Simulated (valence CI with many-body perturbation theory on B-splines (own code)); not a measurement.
## Mn II: calculated level list

Method: configuration interaction combined with many-body perturbation theory (CI+MBPT): six valence electrons over a frozen Dirac-Fock core [Ar], a basis of 7 s, 7 p, 8 d, 6 f, 4 g, 1 h functions for each j, with the one-electron correlation potential Σ1 (screened to all orders), the two-electron term Σ2, the three-electron term Σ3, Breit, model QED; selected single and double excitations, second order for the rest, scaled by the run's own slope (own B-spline code, finite nucleus).

Set against measurement, 11 paired levels are off by 2032 cm⁻¹ on average, the worst by 3903. These come from a selection out of the NIST Handbook of Basic Atomic Spectroscopic Data. Levels without a partner in it may be off by more, other configurations by 1,000 to 4,000 cm⁻¹. Among the levels kept, up to 3200 cm⁻¹ of a level comes from second order outside the variational space, and about a tenth of that is noise between levels of different J, which matters for small intervals. Only levels of the ground parity were solved; by the run's estimate the other parity begins above the list, which can be wrong where configurations are misplaced.

Levels 1 to 28 of 28, with energies above the lowest level, 3d⁵4s ⁷S_3. "Leading %" is the weight of the configuration and term that name the level; weights of strongly mixed levels are sums over their largest components and can fall short. Lifetimes count E1, E2, E3, M1 and M2 decay at the calculated energies, and are blank where another channel may lead or the interval is too uncertain; long ones can be off by a factor of two.

| No. | Configuration | Term | J | E (cm⁻¹) | Leading % | Lifetime | g | Second component |
| --- | --- | --- | --- | --- | --- | --- | --- | --- |
| 1 | 3d⁵4s | ⁷S | 3 | 0.0 | 95 |  | 2.002 |  |
| 2 | 3d⁵4s | ⁵S | 2 | 9305 | 92 |  | 2.002 |  |
| 3 | 3d⁶ | ⁵D | 4 | 18205 | 94 |  | 1.501 |  |
| 4 | 3d⁶ | ⁵D | 3 | 18430 | 94 |  | 1.501 |  |
| 5 | 3d⁶ | ⁵D | 2 | 18624 | 94 |  | 1.501 |  |
| 6 | 3d⁶ | ⁵D | 1 | 18757 | 93 |  | 1.501 |  |
| 7 | 3d⁶ | ⁵D | 0 | 18863 | 93 |  |  |  |
| 8 | 3d⁵4s | ⁵G | 4 | 26973 | 95 |  | 1.150 |  |
| 9 | 3d⁵4s | ⁵G | 5 | 26994 | 95 |  | 1.267 |  |
| 10 | 3d⁵4s | ⁵G | 3 | 27004 | 95 |  | 0.916 |  |
| 11 | 3d⁵4s | ⁵G | 6 | 27018 | 95 |  | 1.334 |  |
| 12 | 3d⁵4s | ⁵G | 2 | 27020 | 95 |  | 0.332 |  |
| 13 | 3d⁵4s | ⁵P | 3 | 30212 | 92 | 1.81 s | 1.662 |  |
| 14 | 3d⁵4s | ⁵P | 2 | 30254 | 92 | 2.48 s | 1.825 |  |
| 15 | 3d⁵4s | ⁵P | 1 | 30332 | 94 | 9.10 s | 2.491 |  |
| 16 | 3d⁵4s | ⁵D | 4 | 32564 | 94 | 4.89 s | 1.499 |  |
| 17 | 3d⁵4s | ⁵D | 3 | 32672 | 91 | 4.70 s | 1.504 |  |
| 18 | 3d⁵4s | ⁵D | 2 | 32687 | 91 | 4.67 s | 1.510 |  |
| 19 | 3d⁵4s | ⁵D | 1 | 32704 | 92 | 4.54 s | 1.512 |  |
| 20 | 3d⁵4s | ⁵D | 0 | 32730 | 93 |  |  |  |
| 21 | 3d⁵4s | ³G | 4 | 32734 | 85 | 860 s | 1.051 | 8 % 3d⁶ ³G |
| 22 | 3d⁵4s | ³G | 5 | 32754 | 85 |  | 1.199 | 8 % 3d⁶ ³G |
| 23 | 3d⁵4s | ³G | 3 | 32761 | 84 | 2060 s | 0.751 | 9 % 3d⁶ ³G |
| 24 | 3d⁶ | ³P | 2 | 33626 | 75 | 5.00 s | 1.498 | 19 % 3d⁵4s ³P |
| 25 | 3d⁶ | ³H | 6 | 33866 | 95 |  | 1.166 |  |
| 26 | 3d⁶ | ³H | 5 | 34013 | 94 |  | 1.035 |  |
| 27 | 3d⁶ | ³H | 4 | 34115 | 94 |  | 0.803 |  |
| 28 | 3d⁶ | ³P | 1 | 34246 | 66 |  | 1.496 | 28 % 3d⁵4s ³P |

Names give the largest LS component (configuration and term), which can be under half, so a name can repeat, a term be missing and a line seem to break the LS rules; names also repeat where a configuration has a term twice.

The ionisation energy to 3d⁵ ⁶S5/2 of the next ion comes out as 15.566 eV (NIST: 15.64 eV (measured), further off than twice its uncertainty). All 28 levels together are meant to be complete up to 34399 cm⁻¹.
